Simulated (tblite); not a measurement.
Compound: C5H10F3NSi.
Cartesian coordinates in Å at the GFN2-xTB level; atoms count from 1:
```
atom  x, y, z in Å
F1     3.7160    0.9959    0.6370
Si2    2.4091    0.3900    1.3491
N3     1.4062   -0.0246    0.0228
C4     0.1830   -0.7408    0.1246
C5    -0.3647   -1.3959   -1.1587
C6    -1.7683   -0.8724   -0.8190
C7    -1.1715    0.0287    0.2769
C8    -1.1539    1.4946   -0.1096
F9    -0.4882    2.2413    0.8067
F10   -0.5306    1.7091   -1.2950
H11    2.7980   -0.8470    2.0113
H12    1.9469    1.4319    2.2563
H13    1.4436    0.5731   -0.7914
H14    0.2835   -1.4599    0.9400
H15    0.0484   -0.9357   -2.0535
H16   -0.2531   -2.4745   -1.2268
H17   -2.2795   -0.3442   -1.6213
H18   -2.4290   -1.6363   -0.4173
H19   -1.6304   -0.0360    1.2646
H20   -2.1705    1.9135   -0.1997
```

Level: GFN2-xTB in tblite, geometry and Hessian alike; calculated harmonic values, unscaled, isolated species. The method is semi-empirical: single wavenumbers can be off by several per cent or more. Modes of hydrogen on silicon can be 10 to 20 % off. One conformer, not necessarily the lowest.

Harmonic wavenumbers (cm⁻¹): 48.2, 53.3, 74.2, 90.0, 136.9, 183.2, 212.4, 240.9, 359.2, 362.7, 417.7, 490.7, 525.7, 547.6, 575.4, 653.7, 734.0, 743.6, 791.3, 801.3, 819.1, 827.0, 903.8, 971.7, 990.0, 1000.5, 1038.0, 1051.7, 1061.5, 1100.4, 1145.8, 1172.3, 1183.5, 1211.2, 1232.3, 1242.0, 1255.0, 1269.6, 1275.4, 1297.7, 1308.4, 1394.7, 1464.2, 1479.7, 2288.0, 2323.7, 2869.0, 2959.6, 2977.8, 3010.0, 3023.0, 3029.3, 3033.0, 3432.6.

A = 1682, B = 757.1, C = 623.6 MHz; mass 169.053 u (most abundant isotopes); point group C1, symmetry number 1.

**Question.** What is the zero-point energy?

**Answer.** Half the sum of the wavenumbers: 32342 cm⁻¹ = 386.89 kJ/mol.

**Question.** Give the ideal-gas entropy at 298.15 K and 1 bar in the rigid-rotor, harmonic-oscillator model (classical rotation).

**Answer.** Translation 172.84, rotation 127.12, vibration 144.61: S = 444.6 J/(mol K).

**Question.** And Cp and H(298.15 K) − H(0)?

**Answer.** Cp = 178.45 J/(mol K), of which vibrations give 145.19 (their classical limit is 54 R = 449.0); H(298.15 K) − H(0) = 31.95 kJ/mol without the zero-point energy, 22.04 from vibrations.

**Question.** Which modes carry the vibrational entropy at 298.15 K?

**Answer.** 48.2 cm⁻¹: 20.46; 53.3 cm⁻¹: 19.63; 74.2 cm⁻¹: 16.90; 90.0 cm⁻¹: 15.31; 136.9 cm⁻¹: 11.91; 183.2 cm⁻¹: 9.60 J/(mol K); the other 48 give 50.79 together.

**Question.** Blend soft modes into free rotors: weight 1/[1 + (100 cm⁻¹/ν̃)⁴] for the oscillator and the rest for a rotor with moment μB/(μ + B), μ = h/(8π²ν), B = 10⁻⁴⁴ kg m². What vibrational entropy results?

**Answer.** 129.89 J/(mol K) in place of 144.61, which changes −T·S at 298.15 K by +4.39 kJ/mol.

Hindered rotation and anharmonicity are outside this model. Other conformers, if any are populated, would add a mixing term that is left out. The structure is chiral; the term R ln 2 for an equal mix with its mirror image is left out.

The run took 1.5 s on an Arm Neoverse N1 with one thread, shared host with 64 logical CPUs at a one-minute load of 62. The figure is for the frequency step alone.
